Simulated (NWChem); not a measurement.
Species: SiHOBr, singlet; SMILES O[Si]Br

```xyz
4

Si     0.6097     1.1670     0.0000
Br     0.0214    -1.0357     0.0000
O     -0.9319     1.8523     0.0000
H     -0.9035     2.8296     0.0000
```
Atoms are numbered in this order, from 1.

All runs: NWChem. Geometry optimised at PBE-D3(BJ)/def2-SVP; all other runs use it. Low-valent species are run as closed-shell singlets; no triplet was tried in these runs. This build's default masses of Se (78.918 u) and Br (79.917 u) are each other's, which moves their modes by up to 0.6 %. Vzz has the sign of the potential's second derivative.

```
quantity                                          level  value
----------------------------------  -------------------  -----
Vzz Br2 (a.u.)                           B3LYP/def2-SVP  2.930
dipole in solution (D) in n-hexane    PBE/def2-SVP, SMD   2.91
−ε(HOMO) (eV)                       BHandHLYP/def2-SVPD   8.44
dipole (D)                             PW6B95/def2-TZVP   2.76
highest harmonic frequency (cm⁻¹)   PBE-D3(BJ)/def2-SVP   3702
```
